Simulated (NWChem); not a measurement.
Species: SiHSCl, singlet; SMILES S[Si]Cl

```xyz
4

Si     0.9741     0.0254     0.0000
Cl    -0.4002     1.6107     0.0000
S     -0.4583    -1.5752     0.0000
H      0.4976    -2.5338     0.0000
```
Atoms are numbered in this order, from 1.

Computed with NWChem. Low-valent species are run as closed-shell singlets; no triplet was tried in these runs. Coordinates come from a PBE0/def2-SVP optimisation. Ions are spin-unrestricted doublets at the neutral geometry; other ion states weren't tried.

For level PBE/def2-SVP:

```yaml
vertical ionisation energy, ΔSCF (eV): 9.17
"−ε(HOMO) (eV)": 6.07
```

Task: How do the values read with level PBE0/def2-SVP instead?

Result: 
| Property | Value |
|---|---|
| vertical ionisation energy, ΔSCF (eV) | 9.38 |
| −ε(HOMO) (eV) | 7.20 |
